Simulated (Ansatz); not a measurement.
NaPb₂⁻, relaxed as a singlet with RKS B3LYP-D4/def2-TZVPD in Ansatz, starting from the GFN1-xTB geometry. Force threshold 0.02 eV/Å.

In the def2 sets Pb takes a core potential; there is no spin–orbit coupling. The structure comes from a short search, and lower isomers may exist.

Start:

```xyz
3

Na    0.7938   -1.4705   -0.0755
Pb    0.2268    1.1307   -1.1588
Pb   -1.0206    0.3398    1.2343
```

```
step  energy (eV)  largest force component (eV/Å)  SCF passes
   1  -14919.8160                           0.775          18
   2  -14919.8962                           0.293          24
   3  -14919.9127                           0.071          26
   4  -14919.9127                           0.105          25
   5  -14919.9140                           0.003          27
```

Force components are those of the run's own axes.

End:

```csv
atom,x (Å),y (Å),z (Å)
Na1,0.8767,-1.6255,-0.0823
Pb2,0.1862,1.2101,-1.1578
Pb3,-1.0628,0.4154,1.2402
```

By distances, no bond broke or formed. The bond that changes most is Na1–Pb2, from 2.87 to 3.11 Å (atoms count from 1).

No frequencies were taken in this run, so the end may be a saddle point.

Run time 10 s (4 threads of Arm Neoverse V2 on a shared host).
